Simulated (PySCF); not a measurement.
Vertical excitations of a molecule C4H7FSi from TDDFT-LC-ωPBE/def2-SVPD run with PySCF 2.14.0, as energy in eV (oscillator strength): 5.58 (0.001), 6.54 (0.001), 7.12 (0.043), 7.67 (1.020), 7.82 (0.077), 8.30 (0.026), 8.40 (0.007), 8.53 (0.001), 9.14 (0.017), 9.20 (0.066). Lowest triplet (TDA): 4.37 eV. Geometry optimised at PBE0-D3(BJ)/def2-SVP. One conformer was computed; it need not be the lowest.

Question: Which structure fits?
(A) C[C@@]1(F)C=C[SiH2]1
(B) C=C=C[Si@H](C)F
(C) C=C([SiH3])/C=C\F
(D) F[SiH]1CC=CC1

Answer: B, C=C=C[Si@H](C)F
